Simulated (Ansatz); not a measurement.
Saddle point of GeH₅Br, closed shell (GeH₄ + HBr → GeH₃Br ([GeH3][Br]) + H₂; bonds formed: Ge1–Br7, H2–H6; bonds broken: Ge1–H2, H6–Br7), PBE0-D4/def2-TZVP structure:

| atom | x (Å) | y (Å) | z (Å) |
| --- | --- | --- | --- |
| Ge1 | -0.6090 | -0.1998 | 0.0021 |
| H2 | 1.1195 | -0.7954 | 0.1820 |
| H3 | -1.0094 | 0.1409 | -1.4255 |
| H4 | -1.1396 | 0.5637 | 1.2061 |
| H5 | -0.8387 | -1.7176 | 0.2347 |
| H6 | 1.3085 | 0.0482 | 0.0568 |
| Br7 | 1.1687 | 1.9600 | -0.2562 |

Energies are electronic, without zero-point energy. Barriers and step energies count from the start structure reached by relaxing down the imaginary mode; all methods use the PBE0-D4 structures, on which another method's saddle can fall below an end. Program: Ansatz 0.2.0. Basis: def2-TZVPP, with def2-QZVPP for the basis limit. Cores are frozen in the correlated methods. Filled d shells of the heavier atoms are correlated. The def2 sets are not built for correlating such inner shells, so the correlated values are less sure here. B3LYP uses VWN-RPA correlation. Extrapolation: Hartree–Fock as exp(−7.88 √X), correlation as X^−2.97.

```csv
method,barrier (kcal/mol),step energy (kcal/mol)
SPW92,29.96,-10.30
PBE-D4,33.24,-13.28
BLYP-D4,35.94,-13.38
r2SCAN-D4,35.73,-14.03
B97M-V,?,-11.71
PBE0-D4,36.27,-13.54
B3LYP-D4,38.27,-13.44
r2SCAN0-D4,?,-14.14
BHLYP-D4,41.18,-13.99
CAM-B3LYP-D4,41.31,-12.14
wB97X-V,41.11,-13.53
wB97M-V,39.88,-13.69
B2PLYP,40.65,-13.41
PBE-QIDH,39.44,-14.07
RPA on PBE,44.10,-12.02
HF,?,-13.91
MP2,41.43,-14.70
CCSD,44.74,-12.32
CCSD(T),43.06,-12.66
```

(1) Fill in the withheld barriers. (Judge from chemistry; the value comes from the calculation.)

No T1 diagnostic of these runs exceeds 0.011.

## Answers

(1) Computed: r2SCAN0-D4 37.63; B97M-V 40.39; HF 49.08 kcal/mol. Each is the energy of the saddle less that of the start structure, by the same method.

For comparison, the barrier by CCSD(T) at an estimated basis limit (MP2 extrapolated from triple and quadruple zeta, plus CCSD(T) − MP2 in triple zeta) is 41.23 kcal/mol.

Labels in which every atom is bracketed show which atoms are joined, not bond orders.

For scale, one of the runs: CCSD(T)/def2-TZVPP, 166 basis functions, launched by `ansatz run in.yaml --threads 4 --pin off --events-out ev --progress --plain --max-ram 9574MiB`. Time: 40 s of wall clock on 4 CPU threads of an Arm Neoverse V1; the host was shared. Peak host memory: 1.4 GiB.
